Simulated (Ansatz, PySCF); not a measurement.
Molecule: sum formula BN₂H₄, net charge 0, doublet state. It need not be the lowest isomer of its formula. 
Structure (B3LYP-D3(BJ)/def2-TZVP (Ansatz, a first-principles code) minimum search):
SMILES: N[B]N
```xyz
7

B     -0.0215     0.3561     0.3835
N     -1.2511    -0.0723    -0.1289
N      1.2587    -0.0530    -0.0060
H     -1.3500    -0.7545    -0.8693
H     -2.1288     0.2757     0.2110
H      2.0935     0.3083     0.4179
H      1.4400    -0.7330    -0.7326
```
Charge 0, spin multiplicity 2.

Dipole moments at this geometry, in debye (magnitudes).

```csv
level,program,dipole (D)
SVWN5/def2-TZVPD,Ansatz,1.71
r2SCAN/def2-TZVPD,Ansatz,1.65
B97M-V/def2-TZVPD,Ansatz,1.59
M06-2X/def2-TZVPD,PySCF,1.62
LC-wPBE/def2-TZVPD,Ansatz,1.73
CCSD(T)/aug-cc-pVDZ,Ansatz,1.67
```
